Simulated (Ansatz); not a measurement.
Total energies of CH3InO (`O=[CH][InH2]`).

```xyz
6

O     1.386   -0.153   -1.423
C     0.318   -0.534   -1.016
In   -0.372    0.396    0.872
H    -0.237   -1.309   -1.601
H     0.138   -0.287    2.370
H    -1.233    1.888    0.798
```

The species carries charge 0 and has multiplicity 1. Correlated methods include outer-core shells of In, which these sets cover unevenly. In: def2 effective core potential. The structure was optimised at the PBE0-D4/def2-TZVP level. Basis def2-TZVPP, the Gaussian-basis code of Ansatz.

RPA on PBE orbitals: Hartree–Fock energy of these orbitals -303.61942 Eh, correlation -1.04484 Eh (frozen core).

```tsv
functional	energy without D4 (Eh)	D4 term (kJ/mol)
LDA (SPW92)	-304.01716	–
PBE	-305.12132	-8.6
revPBE	-305.27196	-24.1
PBE0	-305.11808	-7.2
B3LYP	-305.32324	-14.0
r2SCANh	-305.23594	-2.1
r2SCAN0	-305.20364	-2.3
HSE06 (plane-wave form)	-305.11101	-6.8
BHLYP	-305.10433	-11.8
CAM-B3LYP	-305.18193	-7.4
ωB97X-V	-305.19056	–
ωB97M-V	-305.15386	–
B2PLYP	-304.95038	–
PBE-QIDH	-304.89184	–
```

(1) Give the same for BLYP, r2SCAN, B97M-V, LC-ωPBE. (An estimate is asked.)

B3LYP takes the VWN-RPA correlation (the form of Gaussian; ORCA's B3LYP/G). HSE06 is the plane-wave form, built on full-range PBE exchange. The double hybrids freeze the cores in their second-order part.

Answers

(1) Computed: 
```
functional  energy without D4 (Eh)  D4 term (kJ/mol)
      BLYP              -305.18396             -18.7
    r2SCAN              -305.25833              -1.9
    B97M-V              -305.23214                 –
   LC-ωPBE              -305.20577                 –
```

LC-ωPBE has ω = 0.4 bohr⁻¹.
